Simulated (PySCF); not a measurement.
Excitations are Tamm–Dancoff values on a coarser integration grid. The basis has no diffuse functions, so Rydberg states are missing or too high.

Z-matrix (Å, degrees):
```
Ge
O 1 1.7676
H 2 0.9609 1 111.13
O 1 1.7676 2 108.12 3 -112.55
H 4 0.9609 1 111.15 2 4.94
O 1 1.7678 2 108.02 3 4.26
H 6 0.9609 1 111.16 2 -112.85
H 1 1.5247 2 110.85 3 125.91
```
Charge 0, spin multiplicity 1.

Question: What is the computed LUMO, brightest of the four lowest singlets (TDA), S1 excitation (TDA), T1 excitation (TDA), HOMO, S1 oscillator strength, HOMO–LUMO gap and dipole moment (PBE-D3(BJ)/def2-TZVP // PBE0-D3(BJ)/def2-TZVP (PySCF 2.14.0))?

Answer: 
```
Quantity                                        Value
-------------------------------------------  --------
LUMO                                         -0.73 eV
brightest of the four lowest singlets (TDA)   6.69 eV
S1 excitation (TDA)                           6.69 eV
T1 excitation (TDA)                           6.22 eV
HOMO                                         -7.18 eV
S1 oscillator strength                          0.064
HOMO–LUMO gap                                 6.44 eV
dipole moment                                  1.32 D
```
